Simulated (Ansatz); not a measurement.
One change: `[NH]=[V]([NH2])([Cl])[Cl]` becomes `[NH]=[V]([F])([Cl])[Cl]`.

Ansatz, PBE0-D4/def2-TZVP geometries, multiplicity 1. Each molecule was computed in one conformer, which needn't be the lowest.

Scalar relativity is left out up to krypton.

```json
{"property": "size of the dipole moment (B3LYP/def2-TZVPP) / D", "`[NH]=[V]([NH2])([Cl])[Cl]`": "3.37"}
{"property": "HOMO energy (ωB97M-V/def2-TZVPP) / eV", "`[NH]=[V]([NH2])([Cl])[Cl]`": "-10.42"}
{"property": "HOMO–LUMO gap (PBE0/def2-TZVPP) / eV", "`[NH]=[V]([NH2])([Cl])[Cl]`": "5.33"}
{"property": "HOMO–LUMO gap (B3LYP/def2-TZVPP) / eV", "`[NH]=[V]([NH2])([Cl])[Cl]`": "4.84"}
{"property": "HOMO–LUMO gap (PBE/def2-TZVPP) / eV", "`[NH]=[V]([NH2])([Cl])[Cl]`": "3.14"}
{"property": "size of the dipole moment (PBE/def2-TZVPP) / D", "`[NH]=[V]([NH2])([Cl])[Cl]`": "3.26"}
```

Give the same properties after the change, and the shifts. (Best estimate.)

The calculation gave: 
```json
{"property": "size of the dipole moment (B3LYP/def2-TZVPP) / D", "`[NH]=[V]([F])([Cl])[Cl]`": "2.34", "shift": "-1.03"}
{"property": "HOMO energy (ωB97M-V/def2-TZVPP) / eV", "`[NH]=[V]([F])([Cl])[Cl]`": "-11.11", "shift": "-0.69"}
{"property": "HOMO–LUMO gap (PBE0/def2-TZVPP) / eV", "`[NH]=[V]([F])([Cl])[Cl]`": "5.21", "shift": "-0.12"}
{"property": "HOMO–LUMO gap (B3LYP/def2-TZVPP) / eV", "`[NH]=[V]([F])([Cl])[Cl]`": "4.71", "shift": "-0.13"}
{"property": "HOMO–LUMO gap (PBE/def2-TZVPP) / eV", "`[NH]=[V]([F])([Cl])[Cl]`": "3.02", "shift": "-0.12"}
{"property": "size of the dipole moment (PBE/def2-TZVPP) / D", "`[NH]=[V]([F])([Cl])[Cl]`": "2.10", "shift": "-1.16"}
```

With PBE0 the HOMO falls by 0.69 eV and the LUMO falls by 0.81 eV, so the gap narrows by about 0.12 eV. PBE moves the HOMO by -0.63 eV and ωB97M-V by -0.69 eV. The zero-point energy changes by -61.9 kJ/mol with -6 modes. Dipoles are sizes alone; their direction can turn.

B3LYP here is the variant with VWN-RPA as its local correlation; programs differ in this.
